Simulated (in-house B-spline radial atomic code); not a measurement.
A run on Mo⁺ (an excited or competing configuration) that did not converge. Method: scalar-relativistic (X2C) wB97X, spin-polarised, spherical fractional occupations, Fermi nucleus of rms radius 4.4091 fm; computed with a B-spline radial code for spherical atoms.

Command:
```bash
python run_scf.py task.json out
```
Settings (nuclear radius in fm, mass in u):
```
Z                42
configuration    [Kr] 4d4 5s1
hamiltonian      x2c
method           wb97x
spin_polarised   True
nucleus          fermi
rms_radius       4.4091
atomic_mass      97.9054
speed_of_light   137.035999084
```

First and last ten iterations of the last attempt (damped for 15 steps, keeping 80 % of the old Fock matrix, then DIIS):
```
 iter        energy (Eh)    residual
    1       -4043.845483    4.37e-01
    2       -4046.189438    2.03e-01
    3       -4047.138073    1.39e-01
    4       -4047.606966    9.55e-02
    5       -4047.834519    6.70e-02
    6       -4047.943230    4.65e-02
    7       -4047.994632    3.21e-02
    8       -4048.018862    2.21e-02
    9       -4048.030344    1.52e-02
   10       -4048.035858    1.05e-02
  111       -4048.041598    2.42e-05
  112       -4048.041598    1.52e-05
  113       -4048.041598    1.61e-05
  114       -4048.041598    1.54e-05
  115       -4048.041598    1.53e-05
  116       -4048.041598    1.54e-05
  117       -4048.041598    1.51e-05
  118       -4048.041598    1.67e-05
  119       -4048.041598    1.59e-05
  120       -4048.041598    1.50e-05
 not converged after 120 iterations
```

The smallest residual met was 9.0e-06; the threshold is about 4e-07. Over the last five steps the energy moves by less than 2e-08 hartree, but the orbitals didn't meet the threshold. Run time, properties included: 22 s on 1 thread of Arm Neoverse V1, on a shared host.
